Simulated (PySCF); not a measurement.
An equivalent PySCF input for Se+ (selenium, charge +1), [Ar] 3d10 4s2 4p3, high-spin 4S determinant, with scalar relativity through the core potential:

```python
from pyscf import gto, scf, dft, mp, cc
import basis_set_exchange as bse
txt = bse.get_basis("aug-cc-pwCVDZ-PP", elements=["Se"], fmt="nwchem", header=False)
cut = txt.index("\nECP")
mol = gto.M(atom="Se 0 0 0", charge=1, spin=3, symmetry="D2h",
            basis=gto.basis.parse(txt[:cut]),
            ecp={"Se": gto.basis.parse_ecp(txt[cut:])})
mf = dft.UKS(mol, xc="LDA,VWN")
mf.irrep_nelec = {'Ag': (4, 4), 'B1g': (1, 1), 'B2g': (1, 1), 'B3g': (1, 1), 'B1u': (2, 1), 'B2u': (2, 1), 'B3u': (2, 1)}
mf.kernel()
```

It reaches the same state as the run whose output follows, with an energy that differs only through the grid. The run itself started from symmetry-adapted Hartree-Fock orbitals and held the occupation by maximum overlap, on a logarithmic radial grid, so the iterations belong to that start.

```
SCF conv_tol = 1e-09
number electrons alpha = 13  beta = 10
XC functionals = LDA,VWN
    P. A. M. Dirac.,  Math. Proc. Cambridge Philos. Soc. 26, 376 (1930)
    F. Bloch.,  Z. Phys. 57, 545 (1929)
    S. H. Vosko, L. Wilk, and M. Nusair.,  Can. J. Phys. 58, 1200 (1980)
cycle= 1 E= -372.19556093191  delta_E= -0.0129  |g|= 0.194  |ddm|=  1.3
cycle= 2 E= -372.195131328007  delta_E= 0.00043  |g|=  0.2  |ddm|= 0.459
cycle= 3 E= -372.199067656358  delta_E= -0.00394  |g|= 0.00485  |ddm|= 0.279
cycle= 4 E= -372.199074302204  delta_E= -6.65e-06  |g|= 3.49e-05  |ddm|= 0.0168
cycle= 5 E= -372.199074302474  delta_E= -2.7e-10  |g|= 2.51e-06  |ddm|= 9.33e-05
converged SCF energy = -372.199074302474  <S^2> = 3.7503092  2S+1 = 4.0001546
```

Energies and moments cover only the electrons outside the core potential.
